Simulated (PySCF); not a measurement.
`CS[C@@]1(F)CC[S@@]1=O`, C$_{4}$H$_{7}$FOS$_{2}$

Molfile (atoms numbered from 1):
```
C4H7FOS2
     RDKit          3D

 15 15  0  0  0  0  0  0  0  0999 V2000
    2.6060   -0.4279    0.0734 C   0  0  0  0  0  0  0  0  0  0  0  0
    1.5753    1.0011    0.4890 S   0  0  0  0  0  0  0  0  0  0  0  0
   -0.0061    0.2054    0.3441 C   0  0  1  0  0  0  0  0  0  0  0  0
   -0.1071   -0.8963    1.1366 F   0  0  0  0  0  0  0  0  0  0  0  0
   -1.2582    1.0639    0.4468 C   0  0  0  0  0  0  0  0  0  0  0  0
   -2.0915    0.2071   -0.5056 C   0  0  0  0  0  0  0  0  0  0  0  0
   -0.5593   -0.3653   -1.3974 S   0  0  0  0  0  4  0  0  0  0  0  0
   -0.4980   -1.8519   -1.5160 O   0  0  0  0  0  0  0  0  0  0  0  0
    3.6278   -0.0547   -0.0735 H   0  0  0  0  0  0  0  0  0  0  0  0
    2.2539   -0.9033   -0.8537 H   0  0  0  0  0  0  0  0  0  0  0  0
    2.5929   -1.1629    0.8885 H   0  0  0  0  0  0  0  0  0  0  0  0
   -1.6379    1.1630    1.4742 H   0  0  0  0  0  0  0  0  0  0  0  0
   -1.0664    2.0683    0.0418 H   0  0  0  0  0  0  0  0  0  0  0  0
   -2.4950   -0.6926   -0.0196 H   0  0  0  0  0  0  0  0  0  0  0  0
   -2.8469    0.6905   -1.1385 H   0  0  0  0  0  0  0  0  0  0  0  0
  1  2  1  0
  2  3  1  0
  3  4  1  1
  3  5  1  0
  5  6  1  0
  7  6  1  1
  7  8  2  0
  7  3  1  0
  1  9  1  0
  1 10  1  0
  1 11  1  0
  5 12  1  0
  5 13  1  0
  6 14  1  0
  6 15  1  0
M  END
```

The calculation used PySCF 2.14.0, TDDFT wB97X-D/aug-cc-pVDZ circular dichroism and optical rotation, one conformer, gas phase. Geometry: PBE0-D3(BJ)/def2-SVP.

The molecule is flexible and this is one conformer; a measurement averages over conformers.

Task: Draw the ECD and absorption spectra from the lowest 12 states, each a Gaussian of half-width 0.3 eV at 1/e height.

Result: 
| E (eV) | λ (nm) | Δε (L mol⁻¹ cm⁻¹) | ε (L mol⁻¹ cm⁻¹) |
| --- | --- | --- | --- |
| 4.69 | 264 | -0.32 | 128 |
| 4.84 | 256 | -1.22 | 530 |
| 4.99 | 248 | -2.37 | 1350 |
| 5.14 | 241 | -1.36 | 2160 |
| 5.29 | 234 | +2.97 | 2230 |
| 5.44 | 228 | +5.72 | 1600 |
| 5.59 | 222 | +3.30 | 909 |
| 5.74 | 216 | +0.80 | 567 |
| 5.89 | 210 | +3.10 | 838 |
| 6.04 | 205 | +7.92 | 1870 |
| 6.19 | 200 | +9.58 | 3310 |
| 6.34 | 196 | +6.05 | 4290 |
| 6.49 | 191 | +1.45 | 4320 |
| 6.64 | 187 | -0.10 | 3950 |
| 6.79 | 183 | +0.35 | 3910 |
| 6.94 | 179 | -0.56 | 4130 |

Δε uses R in velocity form, ε uses f in length form. Only the states computed contribute, so the short-wavelength end is incomplete.
